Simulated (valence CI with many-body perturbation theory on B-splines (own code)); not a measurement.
## I11+: what each term of the Hamiltonian does

Computed by relativistic CI+MBPT: six valence electrons over a frozen Dirac-Fock core [Kr], radial functions for each j: 7 s, 7 p, 8 d, 6 f, 4 g, 1 h, with the one-electron correlation potential Σ1 (screened to all orders), the two-electron term Σ2, the three-electron term Σ3, Breit, model QED; selected single and double excitations, second order for the rest, scaled by the run's own slope (own B-spline code, finite nucleus).

No measured levels were compared; by estimate terms of the open shell hold to 2 to 4 % of their energy, and close levels can change places. Core correlation moves these levels by up to 3200 cm⁻¹, and in measured spectra 5 to 20 % of such shifts remained as error; rates that hang on mixing are uncertain with them. Not all symmetries were solved, so the list stops early. Among the levels kept, up to 1100 cm⁻¹ of a level comes from second order outside the variational space, and about a tenth of that is noise between levels of different J, which matters for small intervals. Only levels of the ground parity were solved; by the run's estimate the other parity begins above the list, which can be wrong where configurations are misplaced.

Each rung adds one term. CI alone is the Dirac-Coulomb CI over the frozen core; QED comes last and gives the full result, which names the levels. Energies are above 4d6 5D_4 on the same rung, in cm⁻¹.

Names give the largest LS component (configuration and term), which can be under half, so a name can repeat, a term be missing and a line seem to break the LS rules; names also repeat where a configuration has a term twice.

| Level | CI alone | + Σ1 | + Σ2 | + Σ3 | + Breit | Full |
| --- | --- | --- | --- | --- | --- | --- |
| 4d6 5D_3 | 8151 | 8366 | 8731 | 8804 | 8593 | 8620 |
| 4d6 5D_2 | 9460 | 9588 | 9891 | 9568 | 9488 | 9505 |
| 4d6 5D_1 | 13053 | 13323 | 13982 | 13843 | 13613 | 13648 |
| 4d6 5D_0 | 13868 | 14129 | 14899 | 14710 | 14491 | 14525 |
| 4d6 3H_4 | 30696 | 30769 | 29038 | 27523 | 27566 | 27566 |

Problem. How does the ionisation energy move along the ladder, and which term matters most?

Solution. CI alone 243.22, + Σ1 245.08, + Σ2 247.79, + Σ3 248.29, + Breit 248.25, + QED 248.27 eV. The largest step is Σ2, 2.70 eV. NIST lists 247 ± 2.5 eV (theoretical).
